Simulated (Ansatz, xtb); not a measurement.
A geometry optimisation of F2H3Si2− with r2SCAN-D4/def2-SVPD

The starting geometry of this gas-phase singlet has its atoms placed at random.

```xyz
7

F    -0.6978   -0.7446    1.0904
F     0.8520    1.7402   -0.4119
Si    1.0233    0.7579    1.5706
Si   -1.1800   -0.0355   -0.0815
H     0.8145   -0.8144    1.0901
H     1.2246    1.3605   -1.0383
H    -1.0690    1.5126   -0.7092
```

**Question.** Guess where an optimisation with r2SCAN-D4/def2-SVPD ends from this start.

**Answer.** It ends as a structure with F1 bridging Si4 and Si3, given below by its coordinates. Distances that change by over a tenth: F1–Si4 (1.45 → 1.90 Å). Contacts that open: F2–H6 (0.82 → 4.92 Å). Contacts that close: F1–Si3 (2.33 → 1.88 Å), F2–Si3 (2.22 → 1.71 Å), Si4–H6 (2.94 → 1.54 Å).

The energy falls by 10.23 eV over 44 steps:

| step | E − E(last) (eV) |
| --- | --- |
| 1 | 10.235 |
| 6 | 4.605 |
| 11 | 2.802 |
| 15 | 0.704 |
| 20 | 0.049 |
| 25 | 0.035 |
| 30 | 0.033 |
| 34 | 0.022 |
| 39 | 0.002 |
| 44 | 0.000 |

Final geometry (Å):

```xyz
7

F     0.1902    1.0470    0.1232
F     2.0248    1.7518    1.7733
Si    0.9527    0.4225    1.7269
Si   -1.1197   -0.1392   -0.5720
H     1.9022   -0.5110    0.9317
H    -0.7588    0.2767   -2.0112
H    -2.2238    0.9287   -0.4618
```

From the same start GFN2-xTB ends elsewhere, at `F[SiH-][SiH2]F`.

From so rough a start the end depends on the optimiser's path, so another program may land elsewhere. No frequencies were run, so the end isn't proven a minimum. Run with Ansatz 0.2.0, 92 s on 2 threads of Intel(R) Xeon(R) Platinum 8488C (Sapphire Rapids) (shared host).
